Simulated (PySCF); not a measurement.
Field gradients at the hydrogen positions

Species: C3H12ClNSi4.
Geometry (GFN2-xTB, Å), atoms numbered from 1 in this order:
```
atom  x, y, z in Å
C1    -3.2427   -1.5927   -1.7102
C2    -2.3901   -1.6768   -0.8672
Si3   -1.0965   -1.7866    0.4520
N4     0.0615   -0.5253    0.1409
C5    -0.4138    0.7014   -0.4878
Si6   -1.2044    1.9738    0.6943
Si7    1.6230   -0.5081    0.8955
Si8    3.1095    0.5594   -0.5089
Cl9    4.9821    0.2423    0.2073
H10   -3.9869   -1.5233   -2.4515
H11   -0.3831   -3.0577    0.3461
H12   -1.7626   -1.6211    1.7526
H13   -1.1478    0.4300   -1.2523
H14    0.4241    1.1705   -1.0153
H15   -2.3381    1.3625    1.3878
H16   -1.6599    3.0993   -0.1238
H17   -0.2096    2.4346    1.6654
H18    1.5461    0.1269    2.2295
H19    1.9372   -1.9206    1.1382
H20    3.1524    0.1060   -1.9043
H21    2.9907    2.0223   -0.5887
```

Level: PBE0/pcSseg-1 (PySCF, non-relativistic); Q(2H) = 0.00286 b; rigid geometry, the same for H and D, with no vibrational averaging.

Problem. Rank these positions by the coupling χzz of a deuteron there, largest first.
A. H13 (methylene hydrogen)
B. H14 (methylene hydrogen)
C. H15 (Si–H hydrogen)
D. H10 (alkyne hydrogen)
E. H21 (Si–H hydrogen)

Solution. D (259 kHz), B (203 kHz), A (197 kHz), C (109 kHz), E (105 kHz).

Problem. What are Vzz, η and χzz (234.96 MHz × Q × Vzz) at all hydrogens?

Solution. 
| atom | bonded to | bond length (Å) | Vzz (au) | η | χzz (kHz) |
| --- | --- | --- | --- | --- | --- |
| H10 | C1 | 1.053 | 0.3854 | 0.01 | 259 |
| H11 | Si3 | 1.461 | 0.1607 | 0.04 | 108 |
| H12 | Si3 | 1.471 | 0.1544 | 0.01 | 104 |
| H13 | C5 | 1.094 | 0.2931 | 0.09 | 197 |
| H14 | C5 | 1.096 | 0.3020 | 0.11 | 203 |
| H15 | Si6 | 1.463 | 0.1627 | 0.02 | 109 |
| H16 | Si6 | 1.464 | 0.1624 | 0.01 | 109 |
| H17 | Si6 | 1.465 | 0.1615 | 0.02 | 109 |
| H18 | Si7 | 1.479 | 0.1502 | 0.03 | 101 |
| H19 | Si7 | 1.467 | 0.1582 | 0.06 | 106 |
| H20 | Si8 | 1.468 | 0.1578 | 0.04 | 106 |
| H21 | Si8 | 1.470 | 0.1560 | 0.05 | 105 |

Problem. Average by the element that carries the hydrogen.

Solution. on C: 220 kHz over 3 positions, mean bond length 1.081 Å; on Si: 106 kHz over 9 positions, mean bond length 1.468 Å.

Problem. How does χzz go with the bond length over the 9 Si–H bonds?

Solution. A straight-line fit has a slope of -4.9 kHz for each 0.01 Å, with a correlation coefficient of -0.95, over lengths from 1.461 to 1.479 Å. The longer bonds have the smaller couplings here.

Problem. Give the 2H NMR doublet splittings at H21 for a magnetic field along the z, y and x axes of the gradient: 3χ/2, 3χ(1 + η)/4, 3χ(1 − η)/4.

Solution. With |χ| = 104.8 kHz and η = 0.049: 157, 83 and 75 kHz, to first order and without motion.

The structure is a single GFN2-xTB conformer in the gas phase; no vibrational or solvent corrections. GFN2-xTB bond lengths can be off by several hundredths of an ångström, more for odd bonds, and the gradients follow them. A larger basis could move these couplings by a tenth or more.

These values come from a run that also computed NMR shieldings. Hardware: Arm Neoverse N1, one thread, no GPU, shared host. Cost: 1.9 min, 1.2 GiB resident at most.
